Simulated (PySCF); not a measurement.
**Phosphorus: a sound run and one with changed settings**

Sound run: P(2+) [Ne] 3s2 3p1, P(3+) [Ne] 3s2. Calculation: PySCF 2.14, in x2c-SVPall (4s3p1d, 18 functions); scalar relativity by spin-free X2C-1e. In the sound run the correlated levels freeze [Ne]. The sound run starts from symmetry-adapted Hartree-Fock orbitals and uses a fine grid where one is needed.

Changed run: a valence shell is frozen. This setting is unsound on purpose.

Ionisation energy of P(2+):

```json
{"method": "UHF", "sound run (eV)": "29.504", "changed run (eV)": "29.504"}
{"method": "MP2", "sound run (eV)": "29.687", "changed run (eV)": "29.504"}
{"method": "SCS-MP2", "sound run (eV)": "29.668", "changed run (eV)": "29.504"}
{"method": "CCSD", "sound run (eV)": "29.797", "changed run (eV)": "29.504"}
{"method": "CCSD(T)", "sound run (eV)": "29.814", "changed run (eV)": "29.504"}
{"method": "CCSDT", "sound run (eV)": "n/a", "changed run (eV)": "29.504"}
{"method": "FCI", "sound run (eV)": "n/a", "changed run (eV)": "29.504"}
```

Freezing a valence shell removes pair correlation that changes on ionisation.

For comparison, NIST gives 30.203 eV between the lowest levels.
